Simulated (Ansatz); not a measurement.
Reaction (formal exchange of groups at a B–S bond): `BSB(O)Cl` + `COCS` → `COB(O)Cl` + `BSCS`

Isolated molecules relaxed with PBE0-D4/def2-TZVP in Ansatz; ΔE leaves out vibrations. CCSD(T)/CBS adds triple-zeta CCSD(T) − MP2 to the extrapolated MP2 energy (def2 sets, frozen cores). This one scheme is used for every species. One conformer a species, not always the lowest.

```csv
level,ΔE (kcal/mol)
HF/def2-TZVPP,-26.2
CCSD/def2-TZVPP,-25.4
```

What does CCSD(T)/CBS give? (An estimate is asked.)

Computed: -25.4 kcal/mol. The listed levels differ from it by -0.8, 0.0 kcal/mol.

Largest T1 diagnostic among the species: 0.014.

In def2-TZVPP, CCSD(T) changes the Hartree–Fock value by +1.3 kcal/mol (the triples alone add +0.4 kcal/mol) and MP2 by +0.8 kcal/mol. From PBE to PBE0 (25 % exact exchange), in def2-TZVPP and without D4, ΔE moves by −0.9 kcal/mol.
